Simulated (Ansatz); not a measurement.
All values below come from frozen-core CCSD(T)/cc-pVTZ // PBE-D3(BJ)/def2-TZVP (Ansatz, an electronic-structure program).

Ansatz 0.2 input:
```yaml
crystal:
  periodic: [false, false, false]
  atoms:
    - { symbol: C, position_ang: [2.308045, -0.025993, -0.246943] }
    - { symbol: C, position_ang: [1.114936, 0.278716, -0.19397] }
    - { symbol: C, position_ang: [-0.21473, 0.604856, -0.131914] }
    - { symbol: C, position_ang: [-1.290205, -0.365318, 0.234194] }
    - { symbol: H, position_ang: [3.345386, -0.284343, -0.292797] }
    - { symbol: H, position_ang: [-0.503147, 1.634629, -0.361499] }
    - { symbol: H, position_ang: [-1.836121, -0.03171, 1.133815] }
    - { symbol: H, position_ang: [-0.882104, -1.3646, 0.428824] }
    - { symbol: H, position_ang: [-2.042061, -0.446238, -0.569709] }
basis:
  gaussian: { orbitals: cc-pVTZ }
correlation:
  method: ccsd_t
magnetization:
  spin_polarized: true
  initial_magnetization: 1
```

Output:

```
Functional definition: HF
1075 factors; integrals over basis functions are off by at most 9.8e-4 eV
mean field evaluation 1: about -4196.8434 eV, gradient 2.1e1 eV
mean field evaluation 2: about -4196.8470 eV, gradient 2.1e1 eV
mean field evaluation 4: about -4199.6802 eV, gradient 3.2e0 eV
mean field evaluation 8: about -4199.8720 eV, gradient 4.8e-1 eV
mean field evaluation 16: about -4199.9022 eV, gradient 1.7e-6 eV
mean field evaluation 32: about -4196.3088 eV, gradient 4.9e-1 eV
mean field evaluation 64: about -4196.3268 eV, gradient 5.4e-2 eV
mean field -4199.90217691 eV, -154.3435582055 hartree, gradient 1.7e-6 eV, S^2 0.978841; 0 other end points of the search recorded, 0 dependent functions left out
4 core orbitals not correlated
reference -4199.90217691 eV, -154.3435582055 hartree; 11, 10 occupied and 175, 176 virtual orbitals, 1075 factors
second order -16.33386848 eV of doubles, -0.00000000 eV of singles
cycle   1  -16.84382892 eV  change   -5.1e-1 eV  update   1.1e-1
cycle   2  -17.40338275 eV  change   -5.6e-1 eV  update   4.5e-2
cycle   3  -17.59997116 eV  change   -2.0e-1 eV  update   3.1e-2
cycle   4  -17.61317323 eV  change   -1.3e-2 eV  update   1.4e-2
cycle   5  -17.61632930 eV  change   -3.2e-3 eV  update   4.6e-3
cycle   6  -17.61756452 eV  change   -1.2e-3 eV  update   1.9e-3
cycle   7  -17.61766851 eV  change   -1.0e-4 eV  update   7.7e-4
cycle   8  -17.61785018 eV  change   -1.8e-4 eV  update   3.8e-4
cycle   9  -17.61785890 eV  change   -8.7e-6 eV  update   1.9e-4
cycle  10  -17.61783852 eV  change    2.0e-5 eV  update   9.1e-5
cycle  11  -17.61789292 eV  change   -5.4e-5 eV  update   4.5e-5
cycle  12  -17.61787529 eV  change    1.8e-5 eV  update   2.0e-5
perturbative correction -0.82599704 eV, -0.0303548312 hartree
Total energy: -4218.34604924 eV, -155.0213580118 hartree
```

Cost: about 8 core-minutes (a rough figure).
